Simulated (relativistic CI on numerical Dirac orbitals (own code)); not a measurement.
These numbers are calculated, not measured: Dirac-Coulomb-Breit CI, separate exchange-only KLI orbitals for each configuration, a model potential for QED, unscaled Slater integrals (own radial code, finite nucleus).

Configurations in the expansion (outside the closed core [Ar] 3d10): 4s2.4p6.4d3, 4s2.4p6.4d2.4f, 4s2.4p5.4d4, 4s.4p6.4d4, 4s2.4p5.4d3.4f, 4s.4p6.4d3.4f, 4s2.4p6.4d2.5s, 4s2.4p6.4d.4f.5s, 4s2.4p6.4d2.5p, 4s2.4p6.4d2.5d, 4s2.4p5.4d3.5s, 4p6.4d4.4f, 4s2.4p6.4d2.5f, 4s2.4p5.4d3.5p, 4s.4p6.4d2.4f.5s, 4s2.4p6.4d.5s.5p, 4s2.4p6.4d2.5g, 4s.4p6.4d3.5s, 4s2.4p6.4d2.6s, 4s2.4p6.4d2.6p, 4s2.4p6.4d2.6f, 4s2.4p6.4d2.7p, 4s2.4p6.4d.4f2, 4s2.4p6.4f3, 4s2.4p5.4d.4f3, 4s.4p6.4d.4f3, 4s2.4p6.4f2.5s, 4s2.4p6.4d.5s2, 4s2.4p6.4f.5s2, 4s2.4p5.4d.4f.5s2, 4s.4p6.4d.4f.5s2, 4s2.4p6.4d.5p2, 4s2.4p6.4f.5p2, 4s2.4p5.4d.4f.5p2, 4s.4p6.4d.4f.5p2, 4s2.4p6.5s.5p2. Double excitations out of closed p, d and f shells are left out; levels of such configurations are missing from the list, as are those of other unlisted configurations, and high levels can miss mixing partners. These lack a partner that the ground configuration has and come out too high: 4s2.4p6.4d2.5p, 4s2.4p6.4d2.5d, 4s2.4p5.4d3.5s, 4s2.4p6.4d2.5f, 4s2.4p5.4d3.5p.

At this charge energies of transitions that change n are usually good to better than 1 %, and those within a shell (Δn = 0) to a few per cent.

Outline of the computed level scheme of Tl XLIII. Lowest level of each configuration: 4s2.4p6.4d3 4F_3/2 at 0.000 eV; 4s2.4p5.4d4 4P°_3/2 at 187.674 eV.

Some strong electric-dipole decays among the lowest 45 levels: 4s2.4p5.4d4 4D°_1/2 → 4s2.4p6.4d3 4F_3/2 (4.1e+11 s⁻¹); 4s2.4p5.4d4 2D°_3/2 → 4s2.4p6.4d3 4F_3/2 (2.6e+11 s⁻¹); 4s2.4p5.4d4 4G°_5/2 → 4s2.4p6.4d3 4F_3/2 (1.9e+11 s⁻¹); 4s2.4p5.4d4 4D°_7/2 → 4s2.4p6.4d3 4F_5/2 (1.9e+10 s⁻¹); 4s2.4p5.4d4 4D°_5/2 → 4s2.4p6.4d3 4P_3/2 (1.9e+10 s⁻¹); 4s2.4p5.4d4 4D°_5/2 → 4s2.4p6.4d3 4F_3/2 (1.5e+10 s⁻¹); 4s2.4p5.4d4 4H°_9/2 → 4s2.4p6.4d3 2G_7/2 (1.2e+10 s⁻¹); 4s2.4p5.4d4 4F°_5/2 → 4s2.4p6.4d3 4F_3/2 (9.7e+09 s⁻¹).

LS names give the leading component of a level, which can be under half, so a name can repeat, a term be missing and a line seem to break the LS rules.
